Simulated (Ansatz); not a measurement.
`[CH3][GeH]([NH2])[NH2]` at its PBE0-D4/def2-TZVP geometry, where that method's forces vanish. Charge 0, multiplicity 1.

```tsv
atom	x (Å)	y (Å)	z (Å)
C1	-0.355	1.622	0.315
Ge2	0.040	-0.278	0.385
N3	-1.383	-1.243	-0.261
N4	1.503	-0.529	-0.714
H5	0.472	2.210	0.715
H6	-0.528	1.922	-0.720
H7	-1.252	1.836	0.896
H8	0.238	-0.784	1.836
H9	-1.448	-2.186	0.093
H10	-1.442	-1.267	-1.270
H11	2.242	0.151	-0.595
H12	1.911	-1.453	-0.680
```

Q: For each bond, give half the difference of the two atoms' forces along it (eV/Å; positive pushes the atoms apart) under PBE-D4, r2SCAN-D4, B3LYP-D4, ωB97M-V in def2-TZVPP. (Best estimate.)

A: Computed: 
```tsv
bond	length (Å)	PBE-D4	r2SCAN-D4	B3LYP-D4	ωB97M-V
C1–Ge2	1.941	0.01	0.02	0.13	0.00
C1–H5	1.091	0.10	-0.01	-0.06	-0.04
C1–H6	1.091	0.09	-0.02	-0.07	-0.04
C1–H7	1.090	0.10	-0.01	-0.07	-0.04
Ge2–N3	1.836	0.14	0.04	0.16	0.05
Ge2–N4	1.847	0.12	0.03	0.16	0.05
Ge2–H8	1.549	-0.02	-0.08	-0.11	-0.12
N3–H9	1.010	0.21	0.03	-0.04	-0.03
N3–H10	1.011	0.21	0.02	-0.05	-0.03
N4–H11	1.011	0.21	0.03	-0.04	-0.02
N4–H12	1.011	0.22	0.04	-0.04	-0.03
```

B3LYP here is the variant with VWN-RPA as its local correlation; programs differ in this.
